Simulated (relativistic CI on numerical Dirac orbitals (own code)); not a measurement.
## Calculated levels, Pd¹⁹⁺

Calculated at this level of theory: Dirac-Coulomb-Breit CI, KLI orbitals optimised for each configuration, a model potential for QED, unscaled Slater integrals (own radial code, finite nucleus).

Configuration list (outside the closed core [Ne]): 3s²3p⁶3d⁹, 3s²3p⁵3d¹⁰, 3s3p⁶3d¹⁰, 3s²3p⁶3d⁸4s, 3s²3p⁶3d⁸4p, 3s²3p⁶3d⁸4d, 3s²3p⁶3d⁸4f, 3s²3p⁶3d⁷4s², 3s²3p⁵3d⁹4s, 3s²3p⁴3d¹⁰4s, 3s²3p⁶3d⁷4s4p, 3s²3p⁴3d¹⁰4p, 3s²3p⁶3d⁸5s, 3s²3p⁵3d⁹4p, 3s²3p⁶3d⁷4p², 3s²3p⁶3d⁸5p. Levels of other configurations are missing.

The lowest level is 3s²3p⁶3d⁹ ²D5/2, with 100 % of that term; Hund's rules for 3s²3p⁶3d⁹ give ²D with J = 5/2, in agreement.

```csv
No.,Configuration,Term,J,E (eV),%,Lifetime (s),jj configuration (%)
1,3s²3p⁶3d⁹,²D,5/2,0.000,100,,3d5/2^5 (100)
2,3s²3p⁶3d⁹,²D,3/2,5.637,100,6.60e-04,3d3/2^3 3d5/2^6 (100)
3,3s²3p⁵3d¹⁰,²P°,3/2,195.271,100,1.80e-12,3p3/2^3 (100)
4,3s²3p⁵3d¹⁰,²P°,1/2,224.285,100,1.31e-12,3p1/2 3p3/2^4 (100)
5,3s3p⁶3d¹⁰,²S,1/2,334.352,99,3.08e-12,3s (99)
6,3d⁸(3F)4s,⁴F,9/2,338.778,97,7.78e-07,3d5/2^4 4s (91)
7,3d⁸(3F)4s,²F,7/2,340.227,51,1.37e-08,3d5/2^4 4s (87)
8,3d⁸(3F)4s,⁴F,5/2,343.624,49,2.41e-08,3d5/2^4 4s (66)
9,3d⁸(3F)4s,⁴F,3/2,343.840,45,1.25e-08,3d5/2^4 4s (75)
10,3d⁸(3F)4s,⁴F,7/2,344.645,54,1.54e-08,3d3/2^3 3d5/2^5 4s (95)
11,3d⁸(3F)4s,²F,5/2,344.993,40,1.40e-08,3d3/2^3 3d5/2^5 4s (73)
12,3d⁸(3P)4s,⁴P,5/2,348.624,50,1.73e-08,3d3/2^3 3d5/2^5 4s (80)
13,3d⁸(3F)4s,⁴F,3/2,348.784,39,1.12e-08,3d3/2^3 3d5/2^5 4s (54)
14,3d⁸(3P)4s,⁴P,1/2,350.100,88,7.33e-10,3d5/2^4 4s (60)
15,3d⁸(3P)4s,⁴P,3/2,351.261,69,1.59e-08,3d3/2^3 3d5/2^5 4s (90)
16,3d⁸(3P)4s,²P,1/2,352.842,92,1.69e-09,3d3/2^3 3d5/2^5 4s (82)
17,3d⁸(1G)4s,²G,9/2,353.249,97,1.97e-08,3d3/2^3 3d5/2^5 4s (91)
18,3d⁸(1G)4s,²G,7/2,353.315,96,1.87e-08,3d3/2^3 3d5/2^5 4s (92)
19,3d⁸(1D)4s,²D,5/2,353.814,53,1.16e-08,3d3/2^2 3d5/2^6 4s (82)
20,3d⁸(1D)4s,²D,3/2,354.203,45,6.34e-09,3d3/2^2 3d5/2^6 4s (61)
21,3d⁸(1S)4s,²S,1/2,367.736,86,2.07e-10,3d3/2^2 3d5/2^6 4s (75)
22,3d⁸(3F)4p,⁴D°,7/2,376.506,67,6.46e-11,3d5/2^4 4p1/2 (88)
23,3d⁸(3F)4p,²G°,9/2,377.794,39,8.52e-11,3d5/2^4 4p1/2 (91)
24,3d⁸(3F)4p,⁴D°,5/2,381.331,38,8.17e-11,3d5/2^4 4p1/2 (66)
25,3d⁸(1D)4p,²D°,3/2,381.408,42,3.29e-11,3d5/2^4 4p1/2 (88)
26,3d⁸(3F)4p,⁴F°,5/2,382.269,30,1.89e-11,3d3/2^3 3d5/2^5 4p1/2 (80)
27,3d⁸(3F)4p,⁴G°,7/2,382.501,62,5.01e-11,3d3/2^3 3d5/2^5 4p1/2 (94)
28,3d⁸(3F)4p,⁴G°,11/2,384.794,97,4.76e-11,3d5/2^4 4p3/2 (92)
29,3d⁸(3F)4p,⁴D°,3/2,385.602,56,2.60e-11,3d3/2^3 3d5/2^5 4p1/2 (63)
30,3d⁸(3F)4p,⁴F°,9/2,385.985,68,4.64e-11,3d5/2^4 4p3/2 (91)
```

Energies count from the lowest computed level; ° marks odd parity; lifetimes are radiative, by E1, M1, E2, M2 decay to levels of this space only. Percentages are summed over parent terms; the parents shown are those of the largest component, closed shells are left out there. Filled j subshells are mostly left out of the jj labels.

The mean weight of the leading LS term, summed over parents, in these 30 levels is 68 %, and that of the leading jj configuration (from the same eigenvectors) 84 %, so jj coupling describes them better and the LS labels are nominal.

At this charge energies of transitions that change n are usually good to better than 1 %, and those within a shell (Δn = 0) to a few per cent.

LS names give the leading component of a level, which can be under half, so a name can repeat, a term be missing and a line seem to break the LS rules.
